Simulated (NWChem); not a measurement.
System: CH₇ClSi₂; SMILES [SiH2](C[SiH3])Cl

The following NWChem deck was run.

```
start job
memory heap 200 mb stack 900 mb global 1100 mb
geometry units angstroms noautosym nocenter noautoz
  Si     0.558086     2.041610     0.078543
  C     -0.812736     0.920641    -0.580007
  Si    -0.967862    -0.758627     0.222767
  Cl     0.876154    -1.715093     0.207388
  H      1.899296     1.525905    -0.320994
  H      0.487894     2.114630     1.570199
  H      0.389991     3.421367    -0.472202
  H     -0.669486     0.789595    -1.666275
  H     -1.781675     1.434950    -0.444844
  H     -1.394879    -0.625090     1.644536
  H     -1.930565    -1.630106    -0.509316
end
basis spherical
  Si library pcsseg-1
  C library pcsseg-1
  Cl library pcsseg-1
  H library pcsseg-1
end
dft
  xc xpbe96 cpbe96
  iterations 150
end
property
  shielding
end
task dft property
```

NWChem printed, in part:

```
             Northwest Computational Chemistry Package (NWChem) 7.3.0
             --------------------------------------------------------

                             Geometry "geometry" -> ""
                             -------------------------

 Output coordinates in angstroms (scale by  1.889725989 to convert to a.u.)

  No.       Tag          Charge          X              Y              Z
 ---- ---------------- ---------- -------------- -------------- --------------
    1 Si                  14.0000     0.55808600     2.04161000     0.07854300
    2 C                    6.0000    -0.81273600     0.92064100    -0.58000700
    3 Si                  14.0000    -0.96786200    -0.75862700     0.22276700
    4 Cl                  17.0000     0.87615400    -1.71509300     0.20738800
    5 H                    1.0000     1.89929600     1.52590500    -0.32099400
    6 H                    1.0000     0.48789400     2.11463000     1.57019900
    7 H                    1.0000     0.38999100     3.42136700    -0.47220200
    8 H                    1.0000    -0.66948600     0.78959500    -1.66627500
    9 H                    1.0000    -1.78167500     1.43495000    -0.44484400
   10 H                    1.0000    -1.39487900    -0.62509000     1.64453600
   11 H                    1.0000    -1.93056500    -1.63010600    -0.50931600

 Effective nuclear repulsion energy (a.u.)     269.3548119899

  pbe96 is a nonlocal functional; adding pw91lda local functional.
                              NWChem Property Module
                              ----------------------

  itol2e modified to match energy
  convergence criterion.

                                 NWChem DFT Module
                                 -----------------

 Summary of "ao basis" -> "ao basis" (spherical)
 ------------------------------------------------------------------------------
       Tag                 Description            Shells   Functions and Types
 ---------------- ------------------------------  ------  ---------------------
 Si                         pcsseg-1                10       24   4s5p1d
 C                          pcsseg-1                 7       17   3s3p1d
 Cl                         pcsseg-1                10       24   4s5p1d
 H                          pcsseg-1                 3        5   2s1p

  itol2e modified to match energy
  convergence criterion.

            General Information
            -------------------
          SCF calculation type: DFT
          Wavefunction type:  closed shell.
          No. of atoms     :    11
          No. of electrons :    58
           Alpha electrons :    29
            Beta electrons :    29
          Charge           :     0
          Spin multiplicity:     1
          Use of symmetry is: off; symmetry adaption is: off
          Maximum number of iterations: 150
          AO basis - number of functions:   124
                     number of shells:    58
          Convergence on energy requested:  1.00D-07
          Convergence on density requested:  1.00D-05
          Convergence on gradient requested:  5.00D-04

              XC Information
              --------------
          PerdewBurkeErnzerhof Exchange Functional  1.000
            Perdew 1991 LDA Correlation Functional  1.000 local
           PerdewBurkeErnz. Correlation Functional  1.000 non-local

[...]

          -----------------------------------------
          Chemical Shielding Tensors (GIAO, in ppm)
          -----------------------------------------

                                NWChem CPHF Module
                                ------------------

  scftype          =     RHF
  nclosed          =       29
  nopen            =        0
  variables        =     2755
  # of vectors     =        3
  tolerance        = 0.10D-03
  level shift      = 0.00D+00
  max iterations   =       50
  max subspace     =       30

 SCF residual:    1.5093761166960075E-005

Iterative solution of linear equations
  No. of variables     2755
  No. of equations        3
  Maximum subspace       30
        Iterations       50
       Convergence  1.0D-04

   iter   nsub   residual    time
   ----  ------  --------  ---------
     1      3    9.45D-06      63.9

      Atom:    1  Si
        Diamagnetic
    881.4448      3.2374      1.4384
      3.2374    884.2068      0.8526
      1.4384      0.8526    878.6962

        Paramagnetic
   -464.7073     25.0616     16.3516
     25.0616   -476.3626     11.4080
     16.3516     11.4080   -479.2181

        Total Shielding Tensor
    416.7375     28.2990     17.7900
     28.2990    407.8442     12.2606
     17.7900     12.2606    399.4782

           isotropic =     408.0199
          anisotropy =      63.0855

          Principal Components and Axis System
                 1           2           3
              450.0770    390.9340    383.0489

      1         0.7079     -0.1119     -0.6974
      2         0.5880     -0.4538      0.6696
      3         0.3914      0.8841      0.2554

      Atom:    2  C
        Diamagnetic
    256.2912      2.9420      1.4862
      2.9420    263.9986     -1.9222
      1.4862     -1.9222    252.9532

        Paramagnetic
    -65.1777    -13.9510     -4.4832
    -13.9510    -76.6376     -3.2199
     -4.4832     -3.2199    -74.1445

        Total Shielding Tensor
    191.1135    -11.0090     -2.9969
    -11.0090    187.3610     -5.1421
     -2.9969     -5.1421    178.8087

           isotropic =     185.7611
          anisotropy =      22.0444

          Principal Components and Axis System
                 1           2           3
              200.4573    184.2787    172.5472

      1         0.7545     -0.4776      0.4500
      2        -0.6543     -0.4943      0.5724
      3         0.0510      0.7263      0.6855

      Atom:    3  Si
        Diamagnetic
    884.0251     -3.0223     -0.1298
     -3.0223    883.2537     -1.8806
     -0.1298     -1.8806    875.7147

        Paramagnetic
   -523.9302    -25.3131     -4.3728
    -25.3131   -527.8668    -28.5256
     -4.3728    -28.5256   -581.4993

        Total Shielding Tensor
    360.0949    -28.3354     -4.5027
    -28.3354    355.3869    -30.4062
     -4.5027    -30.4062    294.2154

           isotropic =     336.5657
          anisotropy =      79.6943

          Principal Components and Axis System
                 1           2           3
              389.6952    341.3274    278.6745

      1         0.6617      0.7236      0.1962
      2        -0.7229      0.5463      0.4231
      3         0.1990     -0.4218      0.8846

      Atom:    4  Cl
        Diamagnetic
   1151.4185     -4.0296      0.2281
     -4.0296   1149.8747     -0.5847
      0.2281     -0.5847   1144.8279

        Paramagnetic
   -198.2772    -10.2464     -8.5130
    -10.2464   -147.4182    -27.6519
     -8.5130    -27.6519   -198.9299

        Total Shielding Tensor
    953.1413    -14.2759     -8.2848
    -14.2759   1002.4566    -28.2367
     -8.2848    -28.2367    945.8980

           isotropic =     967.1653
          anisotropy =      72.9513

          Principal Components and Axis System
                 1           2           3
             1015.7995    958.4369    927.2594

      1        -0.1633      0.8686      0.4679
      2         0.9213     -0.0354      0.3872
      3        -0.3528     -0.4943      0.7945

      Atom:    5  H
        Diamagnetic
     35.9085     -1.4438     -2.7081
     -1.4438     26.7006      0.5638
     -2.7081      0.5638     22.6758

        Paramagnetic
     -4.8885      1.6739      1.4445
      1.6739     -0.2346     -0.3625
      1.4445     -0.3625      0.7276

        Total Shielding Tensor
     31.0201      0.2301     -1.2636
      0.2301     26.4661      0.2013
     -1.2636      0.2013     23.4034

           isotropic =      26.9632
          anisotropy =       6.4036

          Principal Components and Axis System
                 1           2           3
               31.2322     26.4750     23.1823

      1         0.9866     -0.0290      0.1608
      2         0.0409      0.9966     -0.0716
      3        -0.1582      0.0772      0.9844

      Atom:    6  H
        Diamagnetic
     23.3635      1.3607      1.0981
      1.3607     25.8155      2.8918
      1.0981      2.8918     36.2875

        Paramagnetic
      1.0136     -0.3924     -0.1088
     -0.3924      0.3977     -0.8413
     -0.1088     -0.8413     -5.3016

        Total Shielding Tensor
     24.3771      0.9683      0.9892
      0.9683     26.2132      2.0506
      0.9892      2.0506     30.9859

           isotropic =      27.1921
          anisotropy =       7.1490

          Principal Components and Axis System
                 1           2           3
               31.9581     25.6593     23.9589

      1         0.1655      0.3422      0.9249
      2         0.3562      0.8538     -0.3796
      3         0.9197     -0.3922     -0.0194

      Atom:    7  H
        Diamagnetic
     23.9051      0.4398      0.5697
      0.4398     37.3629     -4.0246
      0.5697     -4.0246     24.5158

        Paramagnetic
      0.5564      0.5753     -0.1893
      0.5753     -5.2458      2.1097
     -0.1893      2.1097      0.0826

        Total Shielding Tensor
     24.4615      1.0150      0.3804
      1.0150     32.1172     -1.9150
      0.3804     -1.9150     24.5984

[...]
```

Level: PBE/pcSseg-1, GIAO. All runs use the structure optimised with PBE0/def2-SVP. The printed shielding anisotropy is the first printed principal value minus the mean of the other two.
